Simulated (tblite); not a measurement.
Record of a relaxation.

Compound: C6H10ClF3.
Numbering: `[CH3:1][CH2:2][C@:3]([CH3:4])([CH2:5][Cl:6])[C:7]([F:8])([F:9])[F:10]` (hydrogens: H11, H12, H13 on C1; H14, H15 on C2; H16, H17, H18 on C4; H19, H20 on C5)

Computed with GFN2-xTB (tblite), gas phase: L-BFGS steps from a force-field or distance-geometry start until the largest atomic force falls under 0.01 eV/Å. 9 of its 95 geometries are shown.

Step 0: E = -999.2025 eV, largest atomic force 1.199 eV/Å
```
atom  x, y, z in Å  |  force x, y, z in eV/Å
C1      2.067   -0.599    0.403   -0.510   0.097   0.305
C2      0.956   -0.409   -0.647    0.549  -0.351   0.290
C3     -0.400    0.105   -0.115   -0.144   0.687  -0.972
C4     -1.342    0.285   -1.347   -0.334  -0.446   0.404
C5     -0.304    1.432    0.668    0.081   0.083   0.184
Cl6     0.443    2.758   -0.273   -0.076  -0.330   0.025
C7     -1.056   -0.898    0.830    0.246  -0.069   0.063
F8     -1.179   -2.112    0.264   -0.067   0.249   0.320
F9     -2.289   -0.499    1.204    0.273  -0.259  -0.029
F10    -0.346   -1.060    1.973   -0.478  -0.097  -0.278
H11     1.794   -1.362    1.138    0.067   0.209  -0.155
H12     2.279    0.334    0.929   -0.044  -0.136  -0.095
H13     2.975   -0.923   -0.079    0.196  -0.056  -0.220
H14     0.814   -1.380   -1.141   -0.207   0.179   0.111
H15     1.339    0.270   -1.411   -0.242   0.151   0.114
H16    -2.319    0.682   -1.030    0.381  -0.119  -0.096
H17    -0.914    0.959   -2.083    0.101   0.028   0.169
H18    -1.519   -0.688   -1.836    0.135   0.407   0.255
H19    -1.295    1.795    0.966    0.066  -0.157  -0.179
H20     0.291    1.321    1.583    0.005  -0.069  -0.217
```

Step 12: E = -999.2792 eV, largest atomic force 0.098 eV/Å
```
atom  x, y, z in Å  |  force x, y, z in eV/Å
C1      2.055   -0.589    0.409    0.029  -0.024   0.003
C2      0.958   -0.407   -0.634    0.013   0.013  -0.027
C3     -0.401    0.115   -0.129    0.060  -0.025   0.073
C4     -1.341    0.282   -1.327    0.025   0.017   0.025
C5     -0.292    1.425    0.660    0.000   0.009  -0.002
Cl6     0.458    2.709   -0.312    0.019  -0.011  -0.009
C7     -1.051   -0.898    0.823    0.005   0.012  -0.037
F8     -1.168   -2.112    0.271   -0.016  -0.006   0.035
F9     -2.293   -0.518    1.177    0.019  -0.060  -0.002
F10    -0.385   -1.067    1.977   -0.055   0.005  -0.010
H11     1.794   -1.343    1.143   -0.023  -0.023   0.055
H12     2.278    0.341    0.924   -0.018   0.025  -0.011
H13     2.962   -0.915   -0.093    0.023  -0.004  -0.023
H14     0.782   -1.359   -1.139    0.006  -0.020   0.019
H15     1.311    0.300   -1.384   -0.001   0.048  -0.032
H16    -2.302    0.676   -1.009   -0.067  -0.007  -0.006
H17    -0.901    0.972   -2.039    0.002   0.038  -0.021
H18    -1.496   -0.675   -1.817   -0.026  -0.017  -0.021
H19    -1.287    1.776    0.938    0.001   0.027   0.015
H20     0.313    1.300    1.558    0.003   0.003  -0.024
```

Step 24: E = -999.2829 eV, largest atomic force 0.040 eV/Å
```
atom  x, y, z in Å  |  force x, y, z in eV/Å
C1      2.056   -0.585    0.409   -0.009  -0.010   0.012
C2      0.958   -0.407   -0.634    0.015  -0.006  -0.004
C3     -0.402    0.111   -0.123   -0.012   0.010  -0.037
C4     -1.348    0.286   -1.320   -0.005  -0.001  -0.009
C5     -0.281    1.425    0.658   -0.003  -0.002   0.005
Cl6     0.482    2.692   -0.327    0.001   0.000  -0.004
C7     -1.057   -0.907    0.820    0.004  -0.009   0.014
F8     -1.147   -2.128    0.278    0.010   0.004  -0.030
F9     -2.311   -0.548    1.150   -0.006   0.005   0.001
F10    -0.413   -1.062    1.988    0.010   0.025   0.023
H11     1.790   -1.329    1.154   -0.014   0.011   0.025
H12     2.283    0.352    0.912   -0.001  -0.011  -0.009
H13     2.963   -0.923   -0.087   -0.014   0.009  -0.017
H14     0.785   -1.361   -1.137    0.003  -0.002  -0.002
H15     1.304    0.308   -1.382    0.000  -0.010  -0.021
H16    -2.318    0.661   -1.000    0.026  -0.020   0.012
H17    -0.917    0.996   -2.021   -0.006  -0.010   0.008
H18    -1.493   -0.665   -1.828    0.008   0.026   0.003
H19    -1.269    1.792    0.939   -0.003  -0.001   0.011
H20     0.331    1.300    1.550   -0.007  -0.008   0.019
```

Step 35: E = -999.2843 eV, largest atomic force 0.027 eV/Å
```
atom  x, y, z in Å  |  force x, y, z in eV/Å
C1      2.052   -0.582    0.410   -0.007  -0.005  -0.003
C2      0.957   -0.411   -0.638   -0.008   0.002   0.001
C3     -0.401    0.113   -0.128    0.000  -0.006   0.006
C4     -1.351    0.291   -1.320    0.003   0.000   0.007
C5     -0.276    1.423    0.660    0.000  -0.006  -0.004
Cl6     0.496    2.688   -0.321   -0.002   0.005   0.008
C7     -1.054   -0.906    0.817    0.005  -0.007   0.002
F8     -1.117   -2.131    0.280   -0.010  -0.006   0.000
F9     -2.317   -0.565    1.129    0.010  -0.002   0.002
F10    -0.422   -1.041    1.993   -0.002   0.005   0.008
H11     1.776   -1.308    1.169   -0.004   0.002   0.006
H12     2.286    0.361    0.896    0.017  -0.008  -0.019
H13     2.952   -0.939   -0.083    0.003   0.012   0.010
H14     0.783   -1.370   -1.131   -0.003   0.007  -0.002
H15     1.306    0.294   -1.394   -0.008  -0.005  -0.003
H16    -2.326    0.642   -0.987    0.000   0.006  -0.012
H17    -0.937    1.019   -2.012    0.000  -0.002   0.008
H18    -1.483   -0.654   -1.841    0.009   0.008  -0.004
H19    -1.262    1.795    0.943    0.002  -0.003  -0.008
H20     0.333    1.290    1.554   -0.005   0.004  -0.002
```

Step 47: E = -999.2849 eV, largest atomic force 0.017 eV/Å
```
atom  x, y, z in Å  |  force x, y, z in eV/Å
C1      2.051   -0.580    0.406    0.000  -0.001  -0.001
C2      0.954   -0.414   -0.640   -0.002   0.002   0.004
C3     -0.402    0.111   -0.127    0.007   0.001   0.014
C4     -1.349    0.295   -1.319    0.000   0.000   0.000
C5     -0.277    1.420    0.662    0.001   0.006   0.003
Cl6     0.500    2.688   -0.311   -0.001  -0.009   0.001
C7     -1.053   -0.909    0.820    0.002   0.004  -0.007
F8     -1.108   -2.136    0.288   -0.009   0.002   0.003
F9     -2.319   -0.573    1.126    0.006  -0.001  -0.005
F10    -0.426   -1.034    2.000   -0.002  -0.003  -0.009
H11     1.768   -1.288    1.180    0.003   0.000   0.003
H12     2.299    0.370    0.873    0.006   0.001  -0.010
H13     2.947   -0.956   -0.081   -0.004   0.003  -0.002
H14     0.777   -1.375   -1.129    0.003  -0.002   0.009
H15     1.299    0.286   -1.402    0.004   0.001   0.005
H16    -2.327    0.635   -0.990   -0.013   0.006   0.005
H17    -0.935    1.034   -1.999    0.003   0.009  -0.008
H18    -1.470   -0.643   -1.855    0.001  -0.016  -0.007
H19    -1.264    1.792    0.939   -0.001   0.000   0.002
H20     0.327    1.287    1.559   -0.003  -0.004  -0.001
```

Step 59: E = -999.2853 eV, largest atomic force 0.019 eV/Å
```
atom  x, y, z in Å  |  force x, y, z in eV/Å
C1      2.056   -0.574    0.404   -0.004   0.001   0.003
C2      0.953   -0.417   -0.637   -0.001   0.003  -0.002
C3     -0.403    0.110   -0.125   -0.010   0.004  -0.016
C4     -1.347    0.297   -1.321   -0.009  -0.005  -0.009
C5     -0.279    1.417    0.666    0.001  -0.002   0.002
Cl6     0.505    2.682   -0.304    0.006   0.009   0.000
C7     -1.058   -0.910    0.817    0.002   0.000   0.006
F8     -1.117   -2.137    0.285   -0.006   0.005  -0.009
F9     -2.322   -0.570    1.125   -0.003   0.000  -0.001
F10    -0.429   -1.039    1.996    0.002  -0.009   0.009
H11     1.775   -1.265    1.193    0.000  -0.003   0.002
H12     2.319    0.381    0.850   -0.006   0.006  -0.008
H13     2.943   -0.968   -0.087    0.002   0.000   0.006
H14     0.775   -1.381   -1.119    0.007   0.000   0.006
H15     1.296    0.279   -1.404   -0.005  -0.001  -0.008
H16    -2.330    0.629   -0.994    0.009   0.000   0.010
H17    -0.936    1.043   -1.995    0.004  -0.006   0.009
H18    -1.460   -0.640   -1.861    0.002  -0.002  -0.002
H19    -1.267    1.791    0.940   -0.002  -0.001  -0.002
H20     0.321    1.281    1.565    0.010  -0.001   0.005
```

Step 70: E = -999.2860 eV, largest atomic force 0.025 eV/Å
```
atom  x, y, z in Å  |  force x, y, z in eV/Å
C1      2.065   -0.553    0.400   -0.005   0.004   0.006
C2      0.951   -0.425   -0.634   -0.006   0.006  -0.004
C3     -0.402    0.107   -0.122   -0.017  -0.002  -0.018
C4     -1.343    0.296   -1.320   -0.007   0.003  -0.008
C5     -0.277    1.411    0.674   -0.002  -0.017   0.003
Cl6     0.520    2.679   -0.282    0.006  -0.005  -0.013
C7     -1.069   -0.914    0.811    0.000  -0.002   0.004
F8     -1.156   -2.131    0.258   -0.003   0.001   0.006
F9     -2.326   -0.554    1.130   -0.001  -0.006   0.005
F10    -0.439   -1.075    1.985    0.013  -0.003   0.000
H11     1.782   -1.205    1.221    0.008  -0.001   0.010
H12     2.346    0.417    0.799   -0.005   0.006   0.005
H13     2.941   -0.981   -0.083    0.001   0.004   0.007
H14     0.775   -1.401   -1.092   -0.002   0.004   0.003
H15     1.283    0.255   -1.419    0.005  -0.005  -0.014
H16    -2.330    0.616   -0.992    0.013   0.009  -0.010
H17    -0.935    1.052   -1.986   -0.007  -0.004   0.008
H18    -1.445   -0.638   -1.868   -0.001   0.016   0.000
H19    -1.264    1.788    0.944    0.002  -0.003   0.001
H20     0.318    1.267    1.576    0.006  -0.004   0.010
```

Step 82: E = -999.2876 eV, largest atomic force 0.014 eV/Å
```
atom  x, y, z in Å  |  force x, y, z in eV/Å
C1      2.072   -0.505    0.400    0.000   0.000  -0.004
C2      0.946   -0.447   -0.628   -0.001  -0.004  -0.003
C3     -0.408    0.094   -0.125    0.002  -0.002   0.001
C4     -1.341    0.307   -1.324    0.003  -0.001   0.001
C5     -0.268    1.387    0.686    0.002  -0.003  -0.001
Cl6     0.556    2.648   -0.258   -0.007   0.002   0.001
C7     -1.087   -0.929    0.797   -0.001   0.001   0.001
F8     -1.229   -2.127    0.215    0.001   0.003  -0.002
F9     -2.322   -0.535    1.157   -0.005  -0.006  -0.005
F10    -0.433   -1.144    1.949    0.000   0.002   0.001
H11     1.795   -1.085    1.274    0.007  -0.004   0.001
H12     2.364    0.493    0.716   -0.002   0.002   0.001
H13     2.938   -0.977   -0.056    0.004   0.005  -0.004
H14     0.777   -1.447   -1.035   -0.005  -0.010   0.008
H15     1.262    0.194   -1.453    0.002   0.000  -0.001
H16    -2.331    0.616   -0.996    0.006   0.005   0.000
H17    -0.932    1.078   -1.970   -0.001   0.004   0.006
H18    -1.436   -0.614   -1.895   -0.003   0.000   0.000
H19    -1.250    1.778    0.955    0.005   0.003  -0.007
H20     0.321    1.224    1.588   -0.006   0.003   0.005
```

Step 94: E = -999.2880 eV, largest atomic force 0.008 eV/Å
```
atom  x, y, z in Å  |  force x, y, z in eV/Å
C1      2.075   -0.499    0.398   -0.001   0.001  -0.003
C2      0.945   -0.455   -0.626    0.002   0.000  -0.001
C3     -0.408    0.092   -0.124    0.004   0.000   0.005
C4     -1.339    0.312   -1.323    0.001  -0.003   0.001
C5     -0.268    1.385    0.686    0.002   0.005   0.001
Cl6     0.559    2.645   -0.256    0.002  -0.005   0.003
C7     -1.090   -0.931    0.795   -0.001   0.000   0.001
F8     -1.234   -2.127    0.210    0.000   0.002   0.001
F9     -2.325   -0.538    1.156    0.002   0.000   0.001
F10    -0.435   -1.150    1.946   -0.004   0.002  -0.001
H11     1.808   -1.081    1.276   -0.002   0.001  -0.004
H12     2.359    0.502    0.709    0.001   0.000   0.003
H13     2.944   -0.965   -0.060    0.001   0.002  -0.001
H14     0.774   -1.460   -1.019   -0.001  -0.002   0.003
H15     1.258    0.176   -1.459   -0.002   0.002  -0.001
H16    -2.328    0.624   -0.993   -0.003   0.002  -0.002
H17    -0.927    1.084   -1.965    0.002   0.003  -0.003
H18    -1.438   -0.606   -1.897   -0.001  -0.007  -0.004
H19    -1.251    1.778    0.949   -0.001  -0.002   0.002
H20     0.316    1.224    1.593   -0.001  -0.001   0.000
```

Task: Summarise the path.

Result: The energy falls by 0.0855 eV from step 0 to step 94; nine tenths of that is first reached at step 13. It falls at every step. The largest force goes from 1.199 to 0.008 eV/Å. Among the bonds C3–C4 changes most, from 1.562 to 1.534 Å; the atoms move by 0.135 Å rms after alignment.

Task: Follow the three bonds and two angles with the largest change from start to end.

Result: 
```
step  E above end (eV)  largest force (eV/Å)  C3–C4 (Å)  C4–H18 (Å)  C1–C2 (Å)  C3–C2–H15 (°)  C1–C2–H14 (°)
   0            0.0855                 1.199      1.562       1.104      1.540          110.0          107.0
   4            0.0216                 0.145      1.537       1.087      1.526          107.2          108.4
   8            0.0119                 0.055      1.535       1.088      1.526          107.0          108.8
  12            0.0088                 0.098      1.532       1.087      1.524          106.9          109.2
  16            0.0066                 0.051      1.534       1.088      1.525          106.7          109.2
  20            0.0059                 0.029      1.534       1.087      1.524          106.7          109.0
  25            0.0049                 0.041      1.535       1.088      1.526          106.7          109.1
  29            0.0041                 0.030      1.534       1.087      1.526          106.8          109.0
  33            0.0038                 0.023      1.535       1.088      1.525          106.9          109.0
  37            0.0035                 0.031      1.534       1.087      1.525          107.0          109.0
  41            0.0033                 0.019      1.534       1.088      1.525          107.1          109.1
  45            0.0031                 0.012      1.534       1.087      1.525          107.0          109.2
  49            0.0030                 0.011      1.534       1.087      1.525          107.0          109.1
  53            0.0029                 0.011      1.534       1.088      1.525          106.9          109.0
  57            0.0028                 0.014      1.534       1.087      1.525          107.0          109.1
  61            0.0026                 0.018      1.535       1.088      1.525          107.0          109.2
  65            0.0023                 0.025      1.534       1.087      1.525          107.0          109.1
  69            0.0020                 0.028      1.534       1.088      1.525          106.9          109.1
  74            0.0014                 0.053      1.533       1.087      1.525          107.0          109.1
  78            0.0007                 0.020      1.534       1.088      1.525          107.1          109.2
  82            0.0004                 0.014      1.534       1.087      1.526          107.1          109.3
  86            0.0003                 0.016      1.534       1.087      1.526          107.1          109.3
  90            0.0001                 0.015      1.534       1.088      1.526          107.1          109.4
  94            0.0000                 0.008      1.534       1.087      1.526          107.2          109.3
```

The cost below is that of the whole relaxation. The run took 0.74 s wall on one thread of an Arm Neoverse V1, shared host with 32 logical CPUs at a one-minute load of 11.
